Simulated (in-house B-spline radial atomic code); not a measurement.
Configurations of Se6+, with energies counted from [Ar] 3d10. Level of theory: scalar-relativistic (X2C) TPSSh, spin-polarised, spherical fractional occupations, exact exchange averaged over the configuration, Fermi nucleus of rms radius 4.14 fm; calculated with an all-electron radial atomic-structure program (B-spline basis). Shells without spins written out take the highest spin.

Occupations are held fixed; configurations that lie above the ionisation limit could autoionise.

```json
{"configuration": "[Ar] 3d9 4s1", "E - E(ref) (eV)": "53.787", "highest orbital": "4s up", "its <r> (bohr)": "1.455"}
{"configuration": "[Ar] 3d9 4p1", "E - E(ref) (eV)": "69.716", "highest orbital": "4p up", "its <r> (bohr)": "1.592"}
{"configuration": "[Ar] 3d9 4d1", "E - E(ref) (eV)": "93.261", "highest orbital": "4d up", "its <r> (bohr)": "1.927"}
{"configuration": "[Ne] 3s2 3p5 3d10 4s1", "E - E(ref) (eV)": "156.3", "highest orbital": "4s up", "its <r> (bohr)": "1.453"}
```

(1) Order these further configurations by energy, lowest first.
A. [Ne] 3s2 3p5 3d10 4d1
B. [Ne] 3s2 3p5 3d10 4p1
C. [Ar] 3d9 4f1
D. [Ne] 3s2 3p5 3d10 4f1

Answers

(1) C (112.22 eV), B (172.25 eV), A (195.87 eV), D (214.83 eV).
